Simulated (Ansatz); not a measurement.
Two isomers of GeH12Si4: A = `[SiH3][SiH2][GeH2][SiH2][SiH3]`, B = `[SiH3][Ge]([SiH3])([SiH3])[SiH3]`.

Gas-phase electronic energies from Ansatz, PBE0-D4/def2-TZVP geometries. CBS: MP2 limit from def2 TZ/QZ plus the TZ coupled-cluster correction, frozen cores. Functionals use def2-TZVPP. B3LYP here is the variant with VWN-RPA as its local correlation; programs differ in this. For Ge outer-core shells are correlated without core-valence functions, which leaves a few kJ/mol of doubt a bond. Scalar relativity is left out up to krypton. One conformer a species, not always the lowest.

Q: Which isomer does CCSD(T)/CBS put lower? Give the gap. (An estimate is asked.)

A: Computed: B, by 10.7 kcal/mol.

Q: Give E(B) − E(A) in kcal/mol with MP2/def2-TZVPP, B3LYP, B2PLYP, BLYP-D4, PBE-D4, CCSD(T)/def2-TZVPP, PBE0-D4. (Best estimate.)

A: The calculation gave: MP2/def2-TZVPP -12.9, B3LYP -9.8, B2PLYP -10.7, BLYP-D4 -9.7, PBE-D4 -7.9, CCSD(T)/def2-TZVPP -10.2, PBE0-D4 -8.5. None reverses the order clearly.

Largest T1 diagnostic: 0.013.

Leaving LDA and LC-ωPBE aside and taking each functional with its dispersion term where it has one, the values, not all of them listed here, spread over 5.7 kcal/mol, from B2PLYP to B97M-V. LDA lies +1.2 kcal/mol from PBE without D4. At CCSD(T), def2-SVP lies +0.8 kcal/mol from the extrapolated value and def2-TZVPP +0.5 kcal/mol.
